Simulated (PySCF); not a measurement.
# Levels of Cl⁶⁺ from EOM-EA-GCCSD

Reference: closed-shell Cl⁷⁺, [Ne]; one electron is added. Calculated with PySCF 2.14, two-component X2C-1e with screened spin-orbit coupling, x2c-TZVPPall-2c with one added diffuse shell each of s, p, d type (6s7p4d1f, 54 functions); frozen nothing; all 98 virtual spinors kept. No Breit or QED terms. Binding energies in eV.

```
level  Koopmans  second order  EOM-CCSD
3s1/2    113.52        113.85    113.88
3p1/2    98.361        98.666    98.689
3p3/2    98.117        98.420    98.442
3d3/2    77.093        77.312    77.331
3d5/2    77.084        77.303    77.322
4s1/2    56.311        56.411    56.418
4p1/2    50.372        50.472    50.480
4p3/2    50.284        50.383    50.391
```

Electric-dipole lines between these computed levels:

```json
{"lower": "3s1/2", "upper": "3p1/2", "ΔE (eV)": "15.187", "vacuum wavelength (nm)": "81.64"}
{"lower": "3s1/2", "upper": "3p3/2", "ΔE (eV)": "15.434", "vacuum wavelength (nm)": "80.33"}
{"lower": "3s1/2", "upper": "4p1/2", "ΔE (eV)": "63.396", "vacuum wavelength (nm)": "19.56"}
{"lower": "3s1/2", "upper": "4p3/2", "ΔE (eV)": "63.485", "vacuum wavelength (nm)": "19.53"}
{"lower": "3p1/2", "upper": "3d3/2", "ΔE (eV)": "21.358", "vacuum wavelength (nm)": "58.05"}
{"lower": "3p1/2", "upper": "4s1/2", "ΔE (eV)": "42.271", "vacuum wavelength (nm)": "29.33"}
{"lower": "3p3/2", "upper": "3d3/2", "ΔE (eV)": "21.111", "vacuum wavelength (nm)": "58.73"}
{"lower": "3p3/2", "upper": "3d5/2", "ΔE (eV)": "21.120", "vacuum wavelength (nm)": "58.70"}
{"lower": "3p3/2", "upper": "4s1/2", "ΔE (eV)": "42.024", "vacuum wavelength (nm)": "29.50"}
{"lower": "3d3/2", "upper": "4p1/2", "ΔE (eV)": "26.851", "vacuum wavelength (nm)": "46.17"}
{"lower": "3d3/2", "upper": "4p3/2", "ΔE (eV)": "26.940", "vacuum wavelength (nm)": "46.02"}
{"lower": "3d5/2", "upper": "4p3/2", "ΔE (eV)": "26.931", "vacuum wavelength (nm)": "46.04"}
{"lower": "4s1/2", "upper": "4p1/2", "ΔE (eV)": "5.939", "vacuum wavelength (nm)": "208.8"}
{"lower": "4s1/2", "upper": "4p3/2", "ΔE (eV)": "6.028", "vacuum wavelength (nm)": "205.7"}
```

Quantum defects δ = n − Z_c √(13.6057 eV / E) with Z_c = 7: 3s1/2 0.580, 3p1/2 0.401, 3p3/2 0.398, 3d3/2 0.064, 3d5/2 0.064, 4s1/2 0.562, 4p1/2 0.366, 4p3/2 0.363.

For comparison, the ionisation energy of Cl⁶⁺ is 114.20 eV (measured; NIST Atomic Spectra Database, ionization energies).

The screened spin-orbit operator tends to give fine-structure splittings of light species too large.

Gaps of this size point to the basis (6s7p4d1f), which has few functions of high l to correlate and polarise the inner shells.

The highest levels are limited by the diffuse functions of the basis.
